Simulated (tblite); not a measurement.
Species: BH₉N₂Si₂.
Bonds: B1–N2, N2–Si3, Si3–Si4, Si4–N5. Hydrogens: H6, H7 on B1; H8 on N2; H9, H10 on Si3; H11, H12 on Si4; H13, H14 on N5.

Computed with GFN2-xTB (tblite), gas phase: L-BFGS steps from a force-field or distance-geometry start until the largest atomic force falls under 0.01 eV/Å.

Step 29: E = -413.0010 eV
```
atom  x, y, z in Å  |  force x, y, z in eV/Å
B1     -2.7143   -0.0656   -0.3046   -0.081  -0.042  -0.060
N2     -1.7195   -0.8603    0.2581    0.068   0.078  -0.087
Si3    -0.3009   -0.3360    1.1569   -0.138  -0.004   0.084
Si4     1.3654    0.9341    0.1618    0.012  -0.012  -0.009
N5      2.8944    0.1327    0.0206   -0.024  -0.023  -0.044
H6     -3.6625   -0.5766   -0.7881    0.136   0.096   0.025
H7     -2.5901    1.1038   -0.2753   -0.007  -0.107   0.015
H8     -1.8484   -1.8602    0.1821    0.053   0.107   0.046
H9     -0.8514    0.3781    2.3285    0.065  -0.078  -0.010
H10     0.2212   -1.6315    1.6391   -0.019  -0.037   0.037
H11     1.6866    2.0558    1.0518   -0.011   0.075   0.056
H12     1.1566    1.4752   -1.1839   -0.056  -0.055  -0.037
H13     3.0908   -0.4004   -0.8102    0.005  -0.032  -0.013
H14     3.2714   -0.3494    0.8209   -0.004   0.036  -0.002
```

Step 30: E = -413.0035 eV
```
atom  x, y, z in Å  |  force x, y, z in eV/Å
B1     -2.7100   -0.0635   -0.3085   -0.063  -0.028  -0.009
N2     -1.7174   -0.8577    0.2555    0.092   0.054  -0.073
Si3    -0.3046   -0.3379    1.1597   -0.052   0.069   0.063
Si4     1.3640    0.9303    0.1630    0.003   0.036   0.003
N5      2.8941    0.1318    0.0183   -0.047  -0.008  -0.036
H6     -3.6543   -0.5759   -0.7836    0.024   0.044  -0.050
H7     -2.5929    1.1042   -0.2757    0.018  -0.055   0.012
H8     -1.8438   -1.8576    0.1819    0.029   0.086   0.029
H9     -0.8501    0.3771    2.3308    0.046  -0.069   0.011
H10     0.2183   -1.6308    1.6380   -0.005  -0.086   0.060
H11     1.6854    2.0558    1.0531   -0.021   0.036   0.025
H12     1.1539    1.4693   -1.1838   -0.058  -0.054  -0.028
H13     3.0885   -0.4003   -0.8142    0.017  -0.038   0.037
H14     3.2683   -0.3452    0.8233    0.016   0.013  -0.044
```

Question: Estimate the geometry and energy of step 31. (The exact step hangs on the optimiser's Hessian estimate; all steps are aligned on step 30, rigid shifts and turns removed.)

Answer: E = -413.0055 eV, largest force 0.114 eV/Å
```
atom  x, y, z in Å  |  force x, y, z in eV/Å
B1     -2.7104   -0.0628   -0.3124   -0.045  -0.026   0.017
N2     -1.7191   -0.8540    0.2579    0.079   0.037  -0.073
Si3    -0.3073   -0.3388    1.1628    0.038   0.075   0.027
Si4     1.3635    0.9286    0.1640   -0.010   0.060   0.012
N5      2.8939    0.1310    0.0164   -0.055   0.001  -0.025
H6     -3.6489   -0.5757   -0.7955    0.007   0.032  -0.057
H7     -2.5966    1.1037   -0.2701    0.016  -0.022  -0.003
H8     -1.8435   -1.8536    0.1867    0.018   0.053   0.013
H9     -0.8447    0.3750    2.3336    0.015  -0.044   0.059
H10     0.2212   -1.6314    1.6373   -0.019  -0.083   0.057
H11     1.6840    2.0576    1.0539   -0.025   0.002  -0.002
H12     1.1503    1.4645   -1.1842   -0.056  -0.053  -0.017
H13     3.0876   -0.4024   -0.8156    0.016  -0.038   0.047
H14     3.2693   -0.3422    0.8231    0.022   0.006  -0.054
```

The energy changes by -0.0020 eV. The first-order estimate −F·Δx gives -0.0026 eV and the mean of the old and new forces, exact on a quadratic surface, -0.0020 eV. The step makes an angle of 65° with the force vector and moves no atom by more than 0.013 Å.

What follows is the cost of the whole relaxation. The run took 3.1 s on one thread of an Intel Xeon at 2.50 GHz, no GPU, shared host.
